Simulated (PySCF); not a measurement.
**Bond curve of YSe**

Set-up: basis Y x2c-TZVPPall, Se x2c-TZVPPall; spin-free X2C with a Gaussian nucleus; PySCF 2.14. Energies in eV from Y (4d1 5s2) + Se in their ground configurations at the same level. All curves are PBE0. state 1: ²Σ⁺ (doublet), unpaired electrons σ ↑; state 2: ²Δ (doublet), unpaired electrons δ ↑, a second solution, started from another occupation; state 3: ²Π (doublet), unpaired electrons π ↑, a second solution, started from another occupation; state 4: ²Π (doublet), unpaired electrons π ↑, a second solution, started from another occupation.

```csv
R (Å),state 1,state 2,state 3,state 4
2.064,-3.338,-2.057,-1.727,-0.200
2.160,-4.219,-2.995,-2.670,-1.441
2.256,-4.703,-3.545,-3.220,-2.273
2.328,-4.873,-3.767,-3.441,-2.670
2.400,-4.917,-3.866,-3.539,-2.956
2.472,-4.864,-3.868,-3.541,-3.135
2.568,-4.682,-3.761,-3.435,-3.247
2.688,-4.334,-3.505,-3.185,-3.243
2.832,-3.814,-3.098,-2.788,-3.099
3.024,-3.059,-2.498,-2.213,-2.778
```

Put a parabola through the three lowest points of the state 1 curve and estimate Re, k and ωe (reduced mass 42.09 u; 1 eV/Å² = 0.16022 mdyn/Å; ωe = 1302.8·√(k/μ) cm⁻¹).

Through R = 2.328, 2.4, 2.472 Å the second-order coefficient is 9.36 eV/Å², so Re ≈ 2.397 Å, k ≈ 3.00 mdyn/Å and ωe ≈ 348 cm⁻¹. A polynomial fit of higher order to the unrounded PBE0 energies gives Re = 2.394 Å, k = 3.05 mdyn/Å, ωe = 351 cm⁻¹; anharmonicity and rounding make the difference.

The higher-order fit for each curve: state 1: Re = 2.394 Å, ωe = 351 cm⁻¹, De = 4.92 eV; state 2: Re = 2.437 Å, ωe = 322 cm⁻¹, minimum 3.88 eV below the ground-state fragments; state 3: Re = 2.437 Å, ωe = 320 cm⁻¹, minimum 3.55 eV below the ground-state fragments. State 4 gave no clean fit.

The metal atom is held in its measured ground configuration; semilocal functionals can put another filling of s and d lower by some tenths of an eV, and De to that atom would be smaller. ⟨S²⟩ of the unrestricted solution departs from its pure value on part of the curve, where spin states mix. Spin–orbit coupling is left out, which matters for elements this heavy, above all for dissociation energies. The state is the lowest single determinant that the PBE0 search found; with open d or f shells the true ground state can be another one.
